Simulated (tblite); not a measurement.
Compound: C6H8O.
Numbering: `[CH2:1]=[C:2]=[C:3]=[C:4]([CH3:5])[CH2:6][OH:7]` (hydrogens: H8, H9 on C1; H10, H11, H12 on C5; H13, H14 on C6; H15 on O7)

Computed with GFN2-xTB (tblite), gas phase: Langevin dynamics at 200 K from the optimised GFN2-xTB geometry, time step 0.5 fs, friction 0.01 fs⁻¹, 2000 steps.

Start geometry:
```
atom  x, y, z in Å
C1      3.265   -0.642   -0.398
C2      1.975   -0.469   -0.268
C3      0.734   -0.300   -0.151
C4     -0.561   -0.121   -0.006
C5     -1.553   -0.396   -1.092
C6     -1.128    0.440    1.278
O7     -1.655    1.740    1.100
H8      3.946   -0.419    0.407
H9      3.693   -1.015   -1.315
H10    -2.229    0.453   -1.190
H11    -1.058   -0.582   -2.041
H12    -2.153   -1.269   -0.829
H13    -0.362    0.437    2.066
H14    -1.976   -0.169    1.606
H15    -0.943    2.320    0.809
```

The statistics below take the 31 frames saved every 25 fs from 250 to 1000 fs; their kinetic temperature (all 3N coordinates) averages 214 K.

Question: Give the mean, spread and extremes of the bond lengths.

Answer: 
```json
{"bond": "C1=C2", "start (Å)": "1.308", "mean (Å)": "1.310", "standard deviation (Å)": "0.018", "shortest (Å)": "1.286", "longest (Å)": "1.357"}
{"bond": "C2=C3", "start (Å)": "1.258", "mean (Å)": "1.259", "standard deviation (Å)": "0.013", "shortest (Å)": "1.240", "longest (Å)": "1.289"}
{"bond": "C3=C4", "start (Å)": "1.315", "mean (Å)": "1.317", "standard deviation (Å)": "0.018", "shortest (Å)": "1.281", "longest (Å)": "1.367"}
{"bond": "C4–C5", "start (Å)": "1.497", "mean (Å)": "1.500", "standard deviation (Å)": "0.019", "shortest (Å)": "1.467", "longest (Å)": "1.541"}
{"bond": "C4–C6", "start (Å)": "1.512", "mean (Å)": "1.513", "standard deviation (Å)": "0.021", "shortest (Å)": "1.474", "longest (Å)": "1.567"}
{"bond": "C6–O7", "start (Å)": "1.414", "mean (Å)": "1.417", "standard deviation (Å)": "0.020", "shortest (Å)": "1.382", "longest (Å)": "1.464"}
{"bond": "C1–H8", "start (Å)": "1.078", "mean (Å)": "1.081", "standard deviation (Å)": "0.027", "shortest (Å)": "1.023", "longest (Å)": "1.147"}
{"bond": "C1–H9", "start (Å)": "1.078", "mean (Å)": "1.081", "standard deviation (Å)": "0.020", "shortest (Å)": "1.037", "longest (Å)": "1.121"}
{"bond": "C5–H10", "start (Å)": "1.090", "mean (Å)": "1.089", "standard deviation (Å)": "0.022", "shortest (Å)": "1.039", "longest (Å)": "1.148"}
{"bond": "C5–H11", "start (Å)": "1.087", "mean (Å)": "1.094", "standard deviation (Å)": "0.024", "shortest (Å)": "1.046", "longest (Å)": "1.136"}
{"bond": "C5–H12", "start (Å)": "1.091", "mean (Å)": "1.091", "standard deviation (Å)": "0.025", "shortest (Å)": "1.047", "longest (Å)": "1.141"}
{"bond": "C6–H13", "start (Å)": "1.099", "mean (Å)": "1.096", "standard deviation (Å)": "0.025", "shortest (Å)": "1.050", "longest (Å)": "1.145"}
{"bond": "C6–H14", "start (Å)": "1.094", "mean (Å)": "1.100", "standard deviation (Å)": "0.028", "shortest (Å)": "1.052", "longest (Å)": "1.156"}
{"bond": "O7–H15", "start (Å)": "0.963", "mean (Å)": "0.965", "standard deviation (Å)": "0.016", "shortest (Å)": "0.941", "longest (Å)": "1.001"}
```

Question: How far does each atom move about its mean position (frames aligned on the start, all atoms weighted alike), and what rms force does it feel?

Answer: 
```csv
atom,rms displacement (Å),rms force (eV/Å)
C1,0.13,1.76
C2,0.12,1.52
C3,0.17,1.58
C4,0.12,1.43
C5,0.14,1.43
C6,0.14,1.38
O7,0.26,1.06
H8,0.25,0.89
H9,0.23,0.66
H10,0.76,0.79
H11,0.68,0.83
H12,0.65,0.87
H13,0.33,0.94
H14,0.37,0.91
H15,0.44,0.71
```

The displacements run from 0.12 to 0.76 Å, the largest at H10.

Question: Follow the torsion C3–C4–C6–O7 through every second one of these frames.

Answer: 
```csv
t (fs),C3–C4–C6–O7 (°)
250,124
300,121
350,125
400,136
450,144
500,157
550,136
600,136
650,135
700,125
750,121
800,108
850,94
900,99
950,105
1000,107
```

Largest departure from the start value over all these frames: C3–C4–C6–O7 46° (start 111°).

The run is classical and short, so these are rough statistics of one trajectory.

What follows is the cost of the whole dynamics run. Hardware: one thread, Arm Neoverse V1 (aarch64) (shared host). Cost: 9.8 s of wall time, 0.18 GiB resident at most.
